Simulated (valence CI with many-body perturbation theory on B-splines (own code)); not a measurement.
# Basis-set convergence for Zr XIX

Calculated by relativistic CI+MBPT: four valence electrons over a frozen Dirac-Fock core [Ar], a basis of 7 s, 7 p, 8 d, 6 f, 4 g, 1 h functions for each j, with the one-electron correlation potential Σ1, the two-electron term Σ2, the three-electron term Σ3, Breit, model QED; selected CI, second order for the rest, scaled by the run's own slope (own B-spline code, finite nucleus).

No measured spectrum was set against this ion. As an estimate, terms of the open shell hold to 2 to 4 % of their energy, and close levels can change places. Only levels of the ground parity were solved; by the run's estimate the other parity begins above the list, which can be wrong where configurations are misplaced.

The reference run has the lowest level 3d4 5D_0 and an ionisation energy of 744.981 eV. Its largest variational space holds 17277 state functions.

Names give the largest LS component (configuration and term), which can be under half, so a name can repeat, a term be missing and a line seem to break the LS rules; names also repeat where a configuration has a term twice. Letters in brackets count levels of one name in rising energy.

Changed runs:
A. basis 6 s, 6 p, 5 d, 5 f, 1 g
B. basis 5 s, 5 p, 4 d, 4 f

Excitation energies of the reference run in cm⁻¹, and shifts in cm⁻¹:

```csv
Level,Reference,A,B
3d4 5D_1,6437,-50,-93
3d4 5D_2,14010,-76,-135
3d4 5D_3,21431,-75,-128
3d4 5D_4,28278,-52,-78
3d4 3P_0 [a],61509,+394,+817
3d4 3H_4,69408,+298,+895
3d4 3P_1 [a],81058,+394,+930
3d4 3H_5,81437,+252,+880
3d4 3G_3,82326,+329,+948
3d4 3F_2 [a],85330,+387,+1018
3d4 3H_6,87466,+266,+926
3d4 3F_4 [a],93450,+286,+878
Ionisation energy (eV),744.981,-0.081,-0.124
```
